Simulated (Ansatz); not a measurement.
N-butylpyridinium hexafluoroantimonate (C₉H₁₄F₆NSb) was relaxed with PBE-D4 (def2-SVP) in Ansatz in these states: charge -1 doublet, neutral singlet. The geometries follow in no particular order.

In the def2 sets Sb takes a core potential; there is no spin–orbit coupling.

A:

Cartesian coordinates in Å:
```
C -1.6221 2.7023 1.4831
C -0.2062 2.1506 1.3132
C -0.1759 0.6227 1.2168
C 1.2157 0.0730 0.8837
N 1.2216 -1.3500 0.5711
C 1.4817 -2.3057 1.5596
C 1.3612 -3.6546 1.2997
C 0.9437 -4.1215 0.0205
C 0.6385 -3.1241 -0.9593
C 0.7662 -1.7822 -0.6838
H -2.2372 2.4064 0.6113
H -1.6244 3.8105 1.5363
H -2.1091 2.3144 2.4044
H 0.2148 2.5628 0.3724
H 0.4536 2.4973 2.1429
H -0.8674 0.3176 0.4056
H -0.5493 0.1580 2.1580
H 1.5983 0.6189 -0.0018
H 1.9259 0.2394 1.7229
H 1.8004 -1.9049 2.5322
H 1.5977 -4.3620 2.1107
H 0.8325 -5.1929 -0.1927
H 0.2861 -3.4024 -1.9638
H 0.5260 -0.9863 -1.4029
F -0.0374 2.5255 -4.1700
Sb -1.0798 1.6848 -2.7569
F -1.1809 3.3767 -1.7805
F 0.5942 1.2754 -1.7893
F -2.7310 2.0699 -3.7110
F -2.1207 0.8419 -1.3170
F -0.9167 -0.0616 -3.6154
```

B:

```xyz
31

C     2.5949   -1.6096    2.5631
C     1.9602   -1.6271    1.1735
C     0.4841   -1.2096    1.1927
C    -0.0982   -1.2376   -0.2191
N    -1.3951   -0.5196   -0.3485
C    -2.5286   -1.1888   -0.6849
C    -3.7225   -0.5063   -0.8950
C    -3.7414    0.8944   -0.7775
C    -2.5629    1.5633   -0.4281
C    -1.3976    0.8309   -0.2056
H     2.5504   -0.5927    3.0055
H     3.6619   -1.9070    2.5209
H     2.0798   -2.3043    3.2605
H     2.5007   -0.9255    0.5022
H     2.0596   -2.6405    0.7227
H     0.4273   -0.1747    1.5866
H    -0.1094   -1.8638    1.8698
H     0.5776   -0.7251   -0.9332
H    -0.2686   -2.2727   -0.5730
H    -2.4349   -2.2785   -0.7902
H    -4.6237   -1.0740   -1.1653
H    -4.6708    1.4541   -0.9600
H    -2.4983    2.6569   -0.3487
H    -0.4404    1.2970    0.0779
F     1.8596    3.1006   -3.2469
Sb    1.7064    2.3264   -1.4856
F     3.2636    1.1934   -1.7022
F     0.5986    0.8577   -2.2166
F     2.7220    3.7446   -0.6611
F     1.4316    1.4807    0.2962
F     0.0144    3.2574   -1.1303
```

Judge from the bond lengths which geometry belongs to which state (an estimate).

A is the charge -1 doublet (N5–C10 1.403 Å, N5–C6 1.399 Å, C8–C9 1.431 Å); B is the neutral singlet (N5–C10 1.358 Å, N5–C6 1.359 Å, C8–C9 1.399 Å).

At PBE-D4/def2-SVP the highest occupied level of the relaxed charge -1 doublet lies above zero (up to 0.49 eV). By energy differences its removal costs 1.97 eV (each at its own geometry, to the charge 0 singlet, at PBE0-D4/def2-TZVP). At PBE-D4/def2-SVP the gap within one spin of the relaxed charge -1 doublet nearly closes, so an electron or hole may be smeared out by delocalisation error.
